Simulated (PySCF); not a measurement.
From one molecule to another.

First species: C6H7NOS.
Bonds: C1–C2 (double), C2–C3, C3–C4, C4–S5 (double), C4–O6, O6–C7, C7–C8, C8–N9 (triple). Hydrogens: H10, H11 on C1; H12 on C2; H13, H14 on C3; H15, H16 on C7.

Second species: C2H2ClF3.
Z-matrix (Å and degrees, GFN2-xTB geometry), rows numbered from 1:
```
F 
C   1  1.3610
C   2  1.5280  1  110.05
F   3  1.3389  2  111.97  1   -59.82
F   3  1.3389  2  111.97  1    59.82
Cl  3  1.7902  2  109.04  1   179.98
H   2  1.0941  1  108.09  3   119.63
H   2  1.0941  1  108.07  3  -119.62
```

Levels: PBE0/def2-SVPD for dipole moment, HOMO energy, LUMO energy, HOMO–LUMO gap, static isotropic polarisability and electronic spatial extent ⟨r²⟩ about the centre of nuclear charge; TDDFT PBE0/def2-SVPD for lowest singlet excitation; TDA PBE0/def2-SVPD for lowest triplet excitation (Tamm–Dancoff); GFN2-xTB for rotational constant A and rotational constant C. Geometries: GFN2-xTB. Each species is one conformer at its optimised geometry, gas phase, non-relativistic unless stated. Electronic properties by PySCF.

The conformers computed, where there is a choice (atom-mapped SMILES and torsion angles):
- `[CH2:1]=[CH:2][CH2:3][C:4](=[S:5])[O:6][CH2:7][C:8]#[N:9]`: C1–C2–C3–C4 -127°, C2–C3–C4–S5 -102°, C3–C4–O6–C7 0°, C4–O6–C7–C8 -174°
- `[F:1][CH2:2][C:3]([F:4])([F:5])[Cl:6]`: F1–C2–C3–F4 -60°

Q: Which of the two has the higher S1 energy, and by how much?

A: The second: 7.75 eV against 3.05 eV, a difference of 4.70 eV.

Q: Which has the higher rotational constant C?

A: The second: 1.845 GHz against 0.635 GHz, a difference of 1.210 GHz.

Q: Which has the higher static isotropic polarisability?

A: The first: 103.4 au against 42.9 au, a difference of 60.5 au.

Q: Which has the higher LUMO energy?

A: The second: -0.34 eV against -2.01 eV, a difference of 1.67 eV.

Q: Which of the two has the higher HOMO energy, and by how much?

A: The first: -6.79 eV against -9.87 eV, a difference of 3.08 eV.

Q: Which has the higher HOMO–LUMO gap?

A: The second: 9.53 eV against 4.78 eV, a difference of 4.75 eV.

Q: Which of the two has the higher rotational constant A, and by how much?

A: The second: 4.571 GHz against 1.556 GHz, a difference of 3.015 GHz.

Q: Which has the higher T1 energy?

A: The second: 6.91 eV against 2.63 eV, a difference of 4.28 eV.

On the first: The vertical singlet–triplet gap S1 − T1 is 0.42 eV (TDDFT singlet less Tamm–Dancoff triplet; S1: HOMO→LUMO, weight 0.98; T1: HOMO→LUMO, weight 0.97). In wavenumbers S1 is 24600 cm⁻¹ (1 eV = 8065.54 cm⁻¹).

On the second: The principal polarisabilities are 38.1, 39.9 and 50.8 au; their mean is the isotropic value. The dipole matches unit charges of opposite sign 0.41 Å apart (1 e·Å = 4.8032 D).
